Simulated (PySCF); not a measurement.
**Rb: ionisation energy**

Rb [Kr] 5s1 (2S) → Rb⁺ [Kr] (1S), as a difference of total energies. Computed with PySCF 2.14 in aug-cc-pwCVTZ-X2C with one added diffuse shell each of s, p, d, f type (11s10p8d4f, 109 functions), with the spin-free X2C one-electron Hamiltonian (Gaussian nucleus). Correlated levels: valence and next inner shell: [Ar] 3d10 frozen. The calculations carry no spin-orbit coupling.

| method | ionisation energy (eV) |
| --- | --- |
| UHF | 3.803 |
| LDA | 4.410 |
| PBE | 4.290 |
| PBE0 | 4.207 |
| r2SCAN | 4.086 |
| MN15 | 4.097 |
| wB97M-V | 4.047 |
| TPSSh | 4.061 |
| MP2 (valence and next inner shell) | 4.125 |
| SCS-MP2 (valence and next inner shell) | 4.060 |

Task: How much does correlation contribute at MP2 (valence and next inner shell)?

Result: 4.125 − (3.803) = 0.322 eV, measured against UHF.

Errors of the correlated levels include the incompleteness of this basis and the frozen core.

For comparison: 4.177 eV (measured; NIST Atomic Spectra Database, ionization energies).
